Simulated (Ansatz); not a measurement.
`[SiH3][SiH2][GaH2]` and `[SiH3][SiH2][InH2]` differ in one atom or group.

Ansatz, PBE0-D4/def2-TZVP geometries, multiplicity 1. 

Elements past krypton have def2 core potentials. Scalar relativity is left out up to krypton.

| property | `[SiH3][SiH2][GaH2]` |
| --- | --- |
| HOMO energy (PBE/def2-TZVPP) / eV | -6.47 |
| size of the dipole moment (PBE/def2-TZVPP) / D | 0.19 |
| LUMO energy (PBE/def2-TZVPP) / eV | -2.99 |
| size of the dipole moment (ωB97M-V/def2-TZVPP) / D | 0.27 |
| LUMO energy (B3LYP/def2-TZVPP) / eV | -2.46 |
| zero-point energy (PBE0-D4/def2-TZVP) / kJ/mol | 143.3 |

**Question.** Give the same properties after the change, and the shifts. (An estimate is asked.)

**Answer.** Computed: 
```json
{"property": "HOMO energy (PBE/def2-TZVPP) / eV", "`[SiH3][SiH2][InH2]`": "-6.28", "shift": "0.19"}
{"property": "size of the dipole moment (PBE/def2-TZVPP) / D", "`[SiH3][SiH2][InH2]`": "0.23", "shift": "0.04"}
{"property": "LUMO energy (PBE/def2-TZVPP) / eV", "`[SiH3][SiH2][InH2]`": "-2.93", "shift": "0.06"}
{"property": "size of the dipole moment (ωB97M-V/def2-TZVPP) / D", "`[SiH3][SiH2][InH2]`": "0.29", "shift": "0.02"}
{"property": "LUMO energy (B3LYP/def2-TZVPP) / eV", "`[SiH3][SiH2][InH2]`": "-2.47", "shift": "-0.01"}
{"property": "zero-point energy (PBE0-D4/def2-TZVP) / kJ/mol", "`[SiH3][SiH2][InH2]`": "139.2", "shift": "-4.1"}
```

Dipoles are sizes alone; their direction can turn.

B3LYP here is the variant with VWN-RPA as its local correlation; programs differ in this.
